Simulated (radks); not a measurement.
The gold anion Au-, [Hg], held by a Watson sphere: a shell of charge +1 at radius R that stands for the Madelung well of a crystal (potential energy -1/R inside, -1/r outside, in hartree with lengths in bohr). Calculated with a radial shooting solver on a logarithmic mesh with Libxc functionals: scalar-relativistic Kohn-Sham, PBEsol, spin-polarised, spherical densities, finite nucleus; Fermi nuclear charge, rms radius of each element as measured or else 0.836 A^(1/3) + 0.57 fm. Response by self-consistent Sternheimer equations with the Hartree and adiabatic LDA kernel, the relativistic mass of each level held fixed and spin-orbit coupling left out. The sphere does not respond.

| R (bohr) | e(5p) (eV) | e(5d) (eV) | e(6s) (eV) | <r> 6s (bohr) | sum of <r^2> (bohr^2) | X-ray form factor at sin(theta)/lambda = 0.2 1/angstrom | alpha (bohr^3) |
|---|---|---|---|---|---|---|---|
| 3.57 | -59.179 | -6.345 | -5.926 | 2.950 | 72.59 | 67.100 | 52.31 |
| 4.62 | -58.162 | -5.277 | -4.914 | 3.080 | 75.25 | 67.098 | 65.85 |
| 4.63 | -58.153 | -5.268 | -4.905 | 3.081 | 75.27 | 67.098 | 65.98 |
| 5.86 | -57.239 | -4.337 | -3.974 | 3.173 | 77.17 | 67.105 | 80.16 |
| 5.89 | -57.220 | -4.318 | -3.955 | 3.174 | 77.21 | 67.105 | 80.47 |
| 6.22 | -57.018 | -4.115 | -3.750 | 3.190 | 77.56 | 67.106 | 83.77 |
